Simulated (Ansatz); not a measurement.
Compare A (`N=C1N[SiH2]O1`) with its isomer B (`OC1=N[SiH2]N1`).

Gas-phase electronic energies from Ansatz, PBE0-D4/def2-TZVP geometries. CCSD(T)/CBS adds triple-zeta CCSD(T) − MP2 to the extrapolated MP2 energy (def2 sets, frozen cores). DFT in def2-TZVPP. One conformer a species, not always the lowest.

(1) Which is lower in electronic energy at CCSD(T)/CBS, and by how much? (Best estimate.)

(2) Give E(B) − E(A) in kcal/mol with ωB97M-V, B2PLYP, r2SCAN-D4, HF/def2-TZVPP, LDA (SPW92), CCSD/def2-TZVPP, BLYP-D4. (Estimate.)

(3) Does the order hold for the free energy at 298.15 K (harmonic terms from PBE0-D4)? (Estimate.)

Largest T1 diagnostic: 0.014.

Results:

(1) Ansatz gave: A, by 14.3 kcal/mol.

(2) Ansatz gave: ωB97M-V 14.2, B2PLYP 15.2, r2SCAN-D4 14.5, HF/def2-TZVPP 16.1, LDA (SPW92) 13.2, CCSD/def2-TZVPP 15.1, BLYP-D4 15.8. None reverses the order clearly.

(3) Ansatz gave: Yes: G(B) − G(A) = +14.4 kcal/mol, for one conformer each.

In def2-TZVPP, CCSD(T) changes the Hartree–Fock value by −1.4 kcal/mol (the triples alone add −0.4 kcal/mol) and MP2 by −2.1 kcal/mol. Leaving LDA and LC-ωPBE aside and taking each functional with its dispersion term where it has one, the values, not all of them listed here, spread over 2.2 kcal/mol, from HSE06-D4 to BHLYP-D4.
